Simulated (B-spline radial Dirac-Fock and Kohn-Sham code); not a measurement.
Z = 69 (thulium), transition energy 126 keV. Level of theory: a Dirac-Hartree-Slater potential of the neutral atom with a Latter tail (no hole, which puts coefficients of high multipoles low close above an edge), finite nucleus with surface currents; a radial B-spline solver. Subshells that would emit electrons below 1 keV are left out.

Q: A pure transition shows α(K) = 6.29, L1/L2 = 0.0286 and L1/L3 = 0.0397. What is its multipolarity?
A. M4
B. E3
C. E1
D. M3
E. E4
F. M2
G. E2
H. M1

A: E. For comparison, α(K), L1/L2, L1/L3 are E1 0.151, 4.57, 4.05; E2 0.591, 0.222, 0.250; E3 1.93, 0.0418, 0.0541; M1 1.35, 11.2, 79.9; M2 9.20, 8.00, 5.87; M3 41.1, 5.60, 1.22; M4 171, 4.24, 0.525.

Values without a named source are computed, but for edge energies of neutral atoms, which are taken from tables.
